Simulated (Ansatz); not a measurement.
Born–Oppenheimer molecular dynamics of Cl$_{2}$GeH$_{2}$ (5 atoms, charge 0, multiplicity 1). It starts from a relaxed structure.

Theory: Ansatz, RKS B3LYP-D4/def2-SVP.

- ensemble: NVE (Milne-controlled integrator)
- time step: 1 fs
- steps asked: 150
- starting velocities drawn for: 200 K
- masses: H 10 u
- seed: 858377

Frames 2 fs apart, positions in Å, forces in eV/Å.

Velocities at 80.0 fs (Å/ps):

```
Ge 0.46 0.14 -1.89
H -4.42 -3.30 -2.38
H 1.08 1.66 3.90
Cl 0.16 0.32 1.21
Cl -0.15 -0.15 2.23
```

```xyz
5
Properties=species:S:1:pos:R:3:forces:R:3 time_fs=80.0 energy_less_start_eV=0.022 T=142
Ge 0.036 0.004 0.019 0.19 -0.09 -0.40
H -0.035 -0.026 1.530 -0.09 0.06 0.40
H 1.499 -0.016 -0.505 -0.35 0.06 -0.04
Cl -1.045 1.726 -0.732 0.15 0.04 0.05
Cl -1.040 -1.723 -0.726 0.09 -0.07 -0.01
5
Properties=species:S:1:pos:R:3:forces:R:3 time_fs=82.0 energy_less_start_eV=0.023 T=141
Ge 0.037 0.004 0.015 0.15 -0.09 -0.30
H -0.044 -0.033 1.526 -0.07 0.08 0.39
H 1.500 -0.012 -0.497 -0.30 0.05 -0.07
Cl -1.045 1.727 -0.729 0.14 0.06 0.03
Cl -1.040 -1.723 -0.721 0.09 -0.09 -0.04
5
Properties=species:S:1:pos:R:3:forces:R:3 time_fs=84.0 energy_less_start_eV=0.023 T=139
Ge 0.038 0.005 0.011 0.09 -0.10 -0.17
H -0.054 -0.039 1.524 -0.05 0.09 0.35
H 1.501 -0.009 -0.490 -0.24 0.05 -0.11
Cl -1.044 1.727 -0.727 0.13 0.07 0.01
Cl -1.040 -1.724 -0.717 0.08 -0.11 -0.08
5
Properties=species:S:1:pos:R:3:forces:R:3 time_fs=86.0 energy_less_start_eV=0.024 T=137
Ge 0.039 0.005 0.007 0.00 -0.10 0.00
H -0.063 -0.045 1.522 -0.03 0.10 0.28
H 1.500 -0.005 -0.483 -0.17 0.04 -0.15
Cl -1.044 1.728 -0.724 0.12 0.09 -0.01
Cl -1.040 -1.724 -0.713 0.07 -0.13 -0.12
5
Properties=species:S:1:pos:R:3:forces:R:3 time_fs=88.0 energy_less_start_eV=0.026 T=132
Ge 0.040 0.005 0.003 -0.09 -0.10 0.18
H -0.073 -0.050 1.522 -0.01 0.11 0.20
H 1.499 -0.001 -0.476 -0.08 0.03 -0.19
Cl -1.043 1.729 -0.722 0.12 0.11 -0.03
Cl -1.040 -1.725 -0.708 0.07 -0.15 -0.15
5
Properties=species:S:1:pos:R:3:forces:R:3 time_fs=90.0 energy_less_start_eV=0.030 T=124
Ge 0.041 0.005 -0.001 -0.19 -0.10 0.36
H -0.082 -0.055 1.523 0.02 0.13 0.10
H 1.497 0.003 -0.471 0.00 0.03 -0.23
Cl -1.042 1.730 -0.720 0.11 0.12 -0.05
Cl -1.040 -1.726 -0.704 0.06 -0.17 -0.18
5
Properties=species:S:1:pos:R:3:forces:R:3 time_fs=92.0 energy_less_start_eV=0.034 T=112
Ge 0.042 0.005 -0.005 -0.28 -0.11 0.54
H -0.092 -0.059 1.524 0.04 0.14 0.01
H 1.496 0.007 -0.466 0.08 0.02 -0.27
Cl -1.041 1.731 -0.717 0.10 0.13 -0.07
Cl -1.040 -1.727 -0.701 0.06 -0.19 -0.21
5
Properties=species:S:1:pos:R:3:forces:R:3 time_fs=94.0 energy_less_start_eV=0.039 T=99
Ge 0.043 0.005 -0.009 -0.36 -0.11 0.71
H -0.101 -0.064 1.525 0.07 0.15 -0.09
H 1.495 0.011 -0.462 0.15 0.01 -0.29
Cl -1.040 1.733 -0.715 0.09 0.14 -0.09
Cl -1.040 -1.728 -0.697 0.05 -0.20 -0.24
5
Properties=species:S:1:pos:R:3:forces:R:3 time_fs=96.0 energy_less_start_eV=0.044 T=85
Ge 0.044 0.005 -0.012 -0.43 -0.11 0.84
H -0.110 -0.067 1.526 0.10 0.16 -0.16
H 1.494 0.016 -0.460 0.20 0.01 -0.31
Cl -1.038 1.734 -0.713 0.08 0.15 -0.11
Cl -1.039 -1.729 -0.694 0.05 -0.21 -0.26
5
Properties=species:S:1:pos:R:3:forces:R:3 time_fs=98.0 energy_less_start_eV=0.049 T=73
Ge 0.044 0.005 -0.015 -0.47 -0.11 0.94
H -0.119 -0.070 1.526 0.12 0.17 -0.22
H 1.494 0.020 -0.458 0.22 0.00 -0.32
Cl -1.037 1.736 -0.711 0.07 0.16 -0.12
Cl -1.039 -1.731 -0.691 0.05 -0.22 -0.28
5
Properties=species:S:1:pos:R:3:forces:R:3 time_fs=100.0 energy_less_start_eV=0.053 T=64
Ge 0.044 0.004 -0.017 -0.48 -0.10 1.01
H -0.128 -0.072 1.526 0.15 0.17 -0.26
H 1.495 0.024 -0.458 0.22 -0.01 -0.32
Cl -1.036 1.737 -0.709 0.07 0.16 -0.13
Cl -1.039 -1.733 -0.688 0.05 -0.22 -0.30
5
Properties=species:S:1:pos:R:3:forces:R:3 time_fs=102.0 energy_less_start_eV=0.055 T=58
Ge 0.044 0.004 -0.018 -0.47 -0.10 1.03
H -0.135 -0.073 1.524 0.17 0.18 -0.27
H 1.497 0.029 -0.459 0.19 -0.02 -0.30
Cl -1.034 1.739 -0.707 0.06 0.16 -0.14
Cl -1.038 -1.735 -0.685 0.05 -0.22 -0.31
```

Of the whole run (150 fs, mean temperature of the second half 106 K): The conserved energy stayed within 0.00041 meV per atom of its start (net change -0.0004 meV per atom), so the integration is sound. Over the second half the temperature averaged 0.53 of the 200 K drawn at the start: a run that starts near a minimum puts about half its kinetic energy into the potential. A run of 0.15 ps of so small a system gives no equilibrium averages.

Time of the run: 5.7 min on 1 thread of Arm Neoverse V2, with other jobs on the host, peak memory 0.16 GiB.
